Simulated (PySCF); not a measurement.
SiI₂: from structure and modes to constants

Computed with B3LYP/[Si def2-SVP, I def2-SVP with ECP28], scalar-relativistic core potentials, density fitting, no spin–orbit coupling, PySCF.

The singlet minimum has C2v symmetry. Masses (u): Si 27.97693, I 126.90447.

```xyz
3
charge 0 multiplicity 1, angstrom
Si    0.0000    0.0000   -1.3884
I     1.9854    0.0000    0.1535
I    -1.9854    0.0000    0.1535
```

Harmonic wavenumbers (cm⁻¹): 83.6 (a1, ×1), 326.5 (a1, ×1), 333.8 (b2, ×1).

Question: Find the principal moments of inertia and the rotational constants. What kind of rotor is it?

Answer: About the centre of mass I = 59.91, 1000.4, 1060.3 u Å². With B = 16.8576/I this gives 0.2814, 0.01685, 0.0159 cm⁻¹. The molecule is an asymmetric top with κ = -0.99.

Question: What is the harmonic zero-point energy?

Answer: Half the sum of all 3 wavenumbers, 744/2 = 372 cm⁻¹, which is 4.4 kJ/mol (1 cm⁻¹ = 0.0119627 kJ/mol).

Question: Find the vibrational entropy and heat capacity at 298.15 K.

Answer: With u = 1.43878 ω/T, each mode gives S = R[u/(eᵘ−1) − ln(1−e⁻ᵘ)] and C = R u² eᵘ/(eᵘ−1)².
```
ω (cm⁻¹)      u  S (J/(mol K))  C (J/(mol K))
    83.6  0.403          15.92           8.20
   326.5  1.576           5.34           6.79
   333.8  1.611           5.20           6.73
```
The sums over all modes are S = 26.5 and C = 21.7 J/(mol K); the softest mode gives 60 % of the entropy.

Question: Give the standard entropy (298.15 K, 1 bar) by its translational, rotational, vibrational and spin parts, and Cp.

Answer: Sackur–Tetrode with M = 281.79 u gives 179.2; rotation with symmetry number 2 gives 117.5; vibration 26.5; spin R ln 1 = 0.0. The total is 323.1 J/(mol K), and Cp = 4 R + 21.7 = 55.0 J/(mol K).
